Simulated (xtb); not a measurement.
xtb input for pentafluorosilicate (F₅Si), SMILES F[Si-](F)(F)(F)F, charge -1, GFN2-xTB. 

```
$ xtb mol.xyz --gfn 2 --sp --chrg -1 --uhf 0 --json
$ cat mol.xyz
6

F      0.00000007    -1.61464322     0.36739237
Si     0.00000000     0.00000000     0.04290465
F     -1.61067579    -0.00000007     0.38396012
F      1.61067579     0.00000008     0.38396013
F      0.00000000    -0.00000001    -1.56944556
F     -0.00000007     1.61464322     0.36739237
```

Program output:

```
[banner left out]
          |                Calculation Setup                |
           -------------------------------------------------



           -------------------------------------------------
          |                 G F N 2 - x T B                 |
           -------------------------------------------------

        Reference                      10.1021/acs.jctc.8b01176
      * Hamiltonian:
        H0-scaling (s, p, d)           1.850000    2.230000    2.230000
        zeta-weighting                 0.500000
      * Dispersion:
        s8                             2.700000
        a1                             0.520000
        a2                             5.000000
        s9                             5.000000
      * Repulsion:
        kExp                           1.500000    1.000000
        rExp                           1.000000
      * Coulomb:
        alpha                          2.000000
        third order                    shell-resolved
        anisotropic                    true
        a3                             3.000000
        a5                             4.000000
        cn-shift                       1.200000
        cn-exp                         4.000000
        max-rad                        5.000000


          ...................................................
          :                      SETUP                      :
          :.................................................:
          :  # basis functions                  30          :
          :  # atomic orbitals                  29          :
          :  # shells                           13          :
          :  # electrons                        40          :
          :  max. iterations                   250          :
          :  Hamiltonian                  GFN2-xTB          :
          :  restarted?                      false          :
          :  GBSA solvation                  false          :
          :  PC potential                    false          :
          :  electronic temp.          300.0000000     K    :
          :  accuracy                    1.0000000          :
          :  -> integral cutoff          0.2500000E+02      :
          :  -> integral neglect         0.1000000E-07      :
          :  -> SCF convergence          0.1000000E-05 Eh   :
          :  -> wf. convergence          0.1000000E-03 e    :
          :  Broyden damping             0.4000000          :
          :  net charge                         -1          :
          :  unpaired electrons                  0          :
          ...................................................

 iter      E             dE          RMSdq      gap      omega  full diag
   1    -25.8828344 -0.258828E+02  0.862E+00   10.71       0.0  T
   2    -25.9687729 -0.859385E-01  0.559E+00    8.94       1.0  T
   3    -25.9722523 -0.347940E-02  0.235E+00    9.41       1.0  T
   4    -25.9743197 -0.206745E-02  0.990E-01    8.86       1.0  T
   5    -25.9744291 -0.109408E-03  0.612E-01    9.46       1.0  T
   6    -25.9766270 -0.219790E-02  0.146E-01    9.25       1.0  T
   7    -25.9767387 -0.111711E-03  0.219E-02    9.20       1.9  T
   8    -25.9767403 -0.161705E-05  0.748E-03    9.19       5.5  T
   9    -25.9767406 -0.232188E-06  0.367E-03    9.19      11.1  T
  10    -25.9767406 -0.726496E-07  0.363E-04    9.19     112.6  T
  11    -25.9767406 -0.687155E-09  0.125E-04    9.19     327.1  T

   *** convergence criteria satisfied after 11 iterations ***

         #    Occupation            Energy/Eh            Energy/eV
      -------------------------------------------------------------
         1        2.0000           -0.7234634             -19.6864
       ...           ...                  ...                  ...
        14        2.0000           -0.3028176              -8.2401
        15        2.0000           -0.3023090              -8.2262
        16        2.0000           -0.2998963              -8.1606
        17        2.0000           -0.2929638              -7.9720
        18        2.0000           -0.2927867              -7.9671
        19        2.0000           -0.2900382              -7.8923
        20        2.0000           -0.2888881              -7.8610 (HOMO)
        21                          0.0488448               1.3291 (LUMO)
        22                          0.2272498               6.1838
        23                          0.2319413               6.3114
        24                          0.3297508               8.9730
        25                          0.5766247              15.6908
       ...                                ...                  ...
        29                          1.6345692              44.4789
      -------------------------------------------------------------
                  HL-Gap            0.3377329 Eh            9.1902 eV
             Fermi-level           -0.1200216 Eh           -3.2660 eV

 SCC (total)                   0 d,  0 h,  0 min,  0.010 sec
 SCC setup                      ...        0 min,  0.000 sec (  1.162%)
 Dispersion                     ...        0 min,  0.000 sec (  0.325%)
 classical contributions        ...        0 min,  0.000 sec (  0.173%)
 integral evaluation            ...        0 min,  0.002 sec ( 19.535%)
 iterations                     ...        0 min,  0.005 sec ( 46.626%)
 molecular gradient             ...        0 min,  0.003 sec ( 29.857%)
 printout                       ...        0 min,  0.000 sec (  2.075%)

         :::::::::::::::::::::::::::::::::::::::::::::::::::::
         ::                     SUMMARY                     ::
         :::::::::::::::::::::::::::::::::::::::::::::::::::::
         :: total energy             -25.932795286686 Eh    ::
         :: gradient norm              0.000116734011 Eh/a0 ::
         :: HOMO-LUMO gap              9.190179818071 eV    ::
         ::.................................................::
         :: SCC energy               -25.976740267200 Eh    ::
         :: -> isotropic ES            0.213421443640 Eh    ::
         :: -> anisotropic ES         -0.011763310445 Eh    ::
         :: -> anisotropic XC         -0.011629838738 Eh    ::
         :: -> dispersion             -0.003053894422 Eh    ::
         :: repulsion energy           0.043944980514 Eh    ::
         :: add. restraining           0.000000000000 Eh    ::
         :: total charge              -1.000000000000 e     ::
         :::::::::::::::::::::::::::::::::::::::::::::::::::::

           -------------------------------------------------
          |                Property Printout                |
           -------------------------------------------------

    * Orbital Energies and Occupations

         #    Occupation            Energy/Eh            Energy/eV
      -------------------------------------------------------------
         1        2.0000           -0.7234634             -19.6864
       ...           ...                  ...                  ...
         8        2.0000           -0.3391727              -9.2294
         9        2.0000           -0.3389506              -9.2233
        10        2.0000           -0.3172519              -8.6329
        11        2.0000           -0.3146065              -8.5609
        12        2.0000           -0.3145668              -8.5598
        13        2.0000           -0.3032656              -8.2523
        14        2.0000           -0.3028176              -8.2401
        15        2.0000           -0.3023090              -8.2262
        16        2.0000           -0.2998963              -8.1606
        17        2.0000           -0.2929638              -7.9720
        18        2.0000           -0.2927867              -7.9671
Note: The following floating-point exceptions are signalling: IEEE_DENORMAL
normal termination of xtb
        19        2.0000           -0.2900382              -7.8923
        20        2.0000           -0.2888881              -7.8610 (HOMO)
        21                          0.0488448               1.3291 (LUMO)
        22                          0.2272498               6.1838
        23                          0.2319413               6.3114
        24                          0.3297508               8.9730
        25                          0.5766247              15.6908
        26                          0.5964561              16.2304
        27                          0.6089218              16.5696
        28                          1.3596275              36.9973
        29                          1.6345692              44.4789
      -------------------------------------------------------------
                  HL-Gap            0.3377329 Eh            9.1902 eV
             Fermi-level           -0.1200216 Eh           -3.2660 eV

     #   Z          covCN         q      C6AA      α(0)
     1   9 F        0.705    -0.364    13.088     4.272
     2  14 Si       3.521     0.802    92.624    18.582
     3   9 F        0.705    -0.363    13.076     4.270
     4   9 F        0.705    -0.363    13.076     4.270
     5   9 F        0.705    -0.348    12.890     4.239
     6   9 F        0.705    -0.364    13.088     4.272

 Mol. C6AA /au·bohr⁶  :        727.182122
 Mol. C8AA /au·bohr⁸  :      22996.635946
 Mol. α(0) /au        :         39.904079


Wiberg/Mayer (AO) data.
largest (>0.10) Wiberg bond orders for each atom

 ---------------------------------------------------------------------------
     #   Z sym  total        # sym  WBO       # sym  WBO       # sym  WBO
 ---------------------------------------------------------------------------
     1   9 F    1.027 --     2 Si   0.895
     2  14 Si   4.507 --     5 F    0.923     3 F    0.897     4 F    0.897
                             1 F    0.895     6 F    0.895
     3   9 F    1.028 --     2 Si   0.897
     4   9 F    1.028 --     2 Si   0.897
     5   9 F    1.048 --     2 Si   0.923
     6   9 F    1.027 --     2 Si   0.895
 ---------------------------------------------------------------------------

Topologies differ in total number of bonds
Writing topology from bond orders to xtbtopo.mol

molecular dipole:
                 x           y           z       tot (Debye)
 q only:       -0.000      -0.000       0.064
   full:       -0.000      -0.000       0.169       0.430
molecular quadrupole (traceless):
                xx          xy          yy          xz          yz          zz
 q only:       -1.445      -0.000      -1.521      -0.000      -0.000       2.966
  q+dip:       -1.842      -0.000      -1.937      -0.000      -0.000       3.779
   full:       -2.317      -0.000      -2.431      -0.000      -0.000       4.748


           -------------------------------------------------
          | TOTAL ENERGY              -25.932795286686 Eh   |
          | GRADIENT NORM               0.000116734011 Eh/α |
          | HOMO-LUMO GAP               9.190179818071 eV   |
           -------------------------------------------------

------------------------------------------------------------------------
------------------------------------------------------------------------
 total:
 SCF:
```

The run converged.

Cost: around 0.06 core-seconds (rough).
